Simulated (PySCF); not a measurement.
**UHF on Li (lithium, neutral)**

Configuration: [He] 2s1, 2S determinant. Calculation: PySCF 2.14, in x2c-TZVPall (5s3p, 14 functions); the spin-free X2C one-electron Hamiltonian (Gaussian nucleus).

- Total energy: -7.433320 hartree
- One-electron energy: -9.7147 hartree
- Hartree (Coulomb) energy: 4.0630 hartree
- Exchange energy: -1.7816 hartree
- ⟨S²⟩: 0.7500
- ⟨L²⟩: 0.000
- Sum of ⟨r⟩: 5.019 bohr
- Sum of ⟨r²⟩: 18.62 bohr²
- Langevin diamagnetic susceptibility: -14.7 ×10⁻⁶ cm³/mol
- Time after the integrals: 0.03 s of wall time on 1 thread of Neoverse-V2 (shared host)

```
shell  electrons  mean orbital energy (eV)  rms radius, mean of both spins (bohr)
 1s α          1                   -67.668                                  0.668
 1s β          1                   -67.180                                  0.668
 2s α          1                    -5.343                                   4.21
```
